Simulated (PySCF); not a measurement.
## Relaxation of singlet Ag₂Te

These are results of PBE0 in PySCF with Te def2-TZVP with ECP28, Ag def2-TZVP with ECP28; scalar-relativistic core potentials, no spin–orbit coupling; density-fitted integrals, not measurements. A (50,194) grid was used.

A hand-made bent start, of C2v symmetry, held to at least that symmetry:

Coordinates in bohr (charge 0 multiplicity 1):
```
Te    0.0000    0.0000   -1.7800
Ag    4.0867    0.0000    1.0815
Ag   -4.0867    0.0000    1.0815
```

Optimiser trace:
```csv
step,E − E(last) (kJ/mol),largest gradient (Eh/bohr)
0,19.93,0.01013
1,16.43,0.00768
2,10.26,0.00376
3,8.96,0.00351
4,5.19,0.00356
5,3.28,0.01467
6,0.65,0.00545
7,0.13,0.00122
8,0.01,0.00027
9,0.00,0.00014
10,0.00,0.00003
```

It ends at C2v with Ag–Ag 3.085 Å, Te–Ag 2.577 Å (×2); Ag–Ag–Te 53.2° (×2), Ag–Te–Ag 73.5° (after a last refinement on a finer grid). A frequency run shows a minimum. Other isomers or separated fragments may lie lower.

Final geometry:
```xyz
3
charge 0 multiplicity 1, angstrom
Te    0.0000    0.0000   -1.2834
Ag    1.5427    0.0000    0.7810
Ag   -1.5427    0.0000    0.7810
```

The relaxation took roughly 100 core-seconds on a shared host.
